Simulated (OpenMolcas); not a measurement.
As³⁺: effect of the basis set

```json
{"Program": "OpenMolcas 26.06", "Method": "SS-RASPT2, IPEA 0.25 Eh, imaginary shift 0.1 Eh (closed shells correlated: 3d)", "Active space": "2 electrons in 9 orbitals (RAS2 4s 4p; RAS3 4d, at most 2 electrons)", "State averaging": "2S+1 = 3 even, 3 roots; 2S+1 = 1 even, 7 roots; 2S+1 = 3 odd, 3 roots; 2S+1 = 1 odd, 3 roots", "Spin-orbit coupling": "RASSI with atomic mean-field integrals over the reference wave functions, term energies averaged over their components"}
```

A. ANO-RCC-VTZP [6s5p3d1f], DKH2, point nucleus; CASPT2 step roughly 5 core-seconds
B. ANO-RCC-VQZP [7s6p4d2f1g], DKH2, point nucleus; CASPT2 step roughly 5 core-seconds
C. ANO-R2 [6s5p4d3f1g], X2C, finite nucleus; CASPT2 step of the order of 7 core-seconds
D. ANO-RCC [9s8p6d4f2g], DKH2, point nucleus; CASPT2 step about 29 core-seconds

Energies in cm-1 above 4s2 1S0, the measured ground level; measured values from Moore, Atomic Energy Levels, vol. II, NSRDS-NBS 35 (1971 reprint of NBS Circular 467, 1952).

| Level | A | B | C | D | Measured |
| --- | --- | --- | --- | --- | --- |
| 4s2 1S0 | 0.0 | 0.0 | 0.0 | 0.0 | 0.0 |
| 4s 4p 3P* 0 | 72977 | 73476 | 74594 | 74210 |  |
| 4s 4p 3P* 1 | 73998 | 74475 | 75594 | 75222 | 76962 |
| 4s 4p 3P* 2 | 76193 | 76622 | 77757 | 77406 | 79492 |
| 4s 4p 1P* 1 | 112716 | 112160 | 110833 | 111592 | 112022 |
| 4p2 1D2 | 175538 | 176286 | 177549 | 177411 |  |
| 4p2 3P0 | 177814 | 178205 | 177881 | 178585 |  |
| 4p2 3P1 | 179100 | 179461 | 179154 | 179879 | 181468 |
| 4p2 3P2 | 181463 | 181782 | 181636 | 182298 | 184394 |

Deviations, from unrounded energies. A percentage is the sum of absolute deviations over the sum of measured energies, with the sign that they share, or ± where signs differ.

| Against measurement | Levels | A | B | C | D |
| --- | --- | --- | --- | --- | --- |
| mean absolute deviation (cm-1) | 5 | 2500 | 2000 | 1900 | 1600 |
| other configurations (%) | 5 | ±1.9 | ±1.6 | -1.5 | -1.3 |

D lies closest to measurement on these levels and A furthest from it. The largest miss of D in the table is 4p2 3P2, by -2100 cm-1. The ranking rests on the paired levels alone, and a cruder setting can come out closer through cancelling errors.

Among A to D the level of the table that moves most is 4p2 1D2, by 2000 cm-1 (lowest in A, highest in C).

Active for correlation alone: 4d; no level in the range computed is led by a configuration that fills it, so any true level of that kind is missing. Some terms mix strongly with configurations of 4d, whose occupation reaches 0.25 (4p2 1D) (figures for A; the like holds for B, C, D). Computed and measured levels are paired by configuration, term and J; levels that our copy of the source lacks, or whose pairing is in doubt (as where it misses far off the trend of its configuration), stay unpaired and out of the deviations. Only configurations of the active space appear. Levels that lie high or do not pair safely by name in every column are left out.

* marks odd parity.
